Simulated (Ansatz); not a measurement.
Mulliken charges of F₃Ge, SMILES `[F][Ge]([F])[F]` radical from ωB97M-V/def2-TZVPP in Ansatz (PBE0-D4/def2-TZVP geometry).

```tsv
atom	x (Å)	y (Å)	z (Å)	charge (e)
F1	0.773	-0.482	1.324	-0.324
Ge2	0.320	-0.235	-0.317	0.971
F3	-1.293	-0.812	-0.472	-0.324
F4	0.255	1.468	-0.555	-0.324
```

Question: By hand: the dipole of these point charges (1 e Å = 4.8032 D).

Answer: Σ q r = (0.397, -0.285, -0.404) e Å, of length 0.634 e Å = 3.05 D.

Question: How does the dipole of the full density compare? (Estimate.)

Answer: The calculation gave: (0.282, -0.202, -0.287) e Å, 2.16 D; the point charges give 1.41 times that, at 0° from its direction.

Point charges leave out the atoms' own dipoles, such as those of lone pairs, and Mulliken's split depends on the basis, so the two needn't agree.
